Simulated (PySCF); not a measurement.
The free ion Rh5+ in its d4 configuration.

Method (PySCF 2.14, density fitting): CASSCF(4,5) with orbitals averaged over all microstates of the shell, strongly contracted NEVPT2 on the averaged canonical orbitals; basis x2c-TZVPall; spin-free X2C; gas phase; spin-orbit coupling by state interaction with the mean-field operator over all roots.

(1) What is the ground state?

(2) Which is the lowest state of another spin?

(3) What are the magnetic parameters?

The job took 7.4 s on one thread of AMD EPYC 7R43 64-Core Processor (shared host), with 63 basis functions, launched as `OMP_NUM_THREADS=1 python lf_run.py task.json out`.

Answers

(1) 5D (S = 2, orbital degeneracy 5), by NEVPT2.

(2) 3H at 20086 cm⁻¹ by NEVPT2; CASSCF alone puts it at 21278 cm⁻¹ above the same ground state.

(3) The lowest spin-orbit level is 1-fold with J = 0; the next lies at 639.8 cm⁻¹. μeff is 1.98 μB at 300 K and 0.36 μB at 10 K; the free-ion value g_J√(J(J+1)) for the Hund's-rule level J = 0 is 0.00 μB.
